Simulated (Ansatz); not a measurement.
`[CH3][SnH2][CH3]` + `NC[SeH]` → `C[Se]CN` + `[CH3][SnH3]`  (substitution at a C–Sn bond)

Isolated molecules relaxed with PBE0-D4/def2-TZVP in Ansatz; ΔE leaves out vibrations. CCSD(T)/CBS is the MP2 limit (def2-TZVPP, def2-QZVPP) plus CCSD(T) − MP2 in def2-TZVPP, frozen cores. Functionals use def2-TZVPP. B3LYP here is the variant with VWN-RPA as its local correlation; programs differ in this. Elements past krypton have def2 core potentials. For Se, Sn outer-core shells are correlated without core-valence functions, which leaves a few kJ/mol of doubt a bond. Scalar relativity is left out up to krypton. Each species was taken in one conformer, which may not be the lowest.

(1) Is it downhill or uphill in electronic energy at CCSD(T)/CBS, and by how much? (Estimate.)

(2) What do these levels give: PBE-D4, B3LYP-D4, ωB97M-V, PBE, r2SCAN, MP2/def2-QZVPP? (Best estimate.)

Largest T1 diagnostic among the species: 0.012.

## Answers

(1) The calculation gave: Uphill: ΔE = +17.2 kJ/mol.

(2) The calculation gave: PBE-D4 5.1, B3LYP-D4 7.4, ωB97M-V 11.3, PBE 6.3, r2SCAN 6.9, MP2/def2-QZVPP 16.6 kJ/mol.
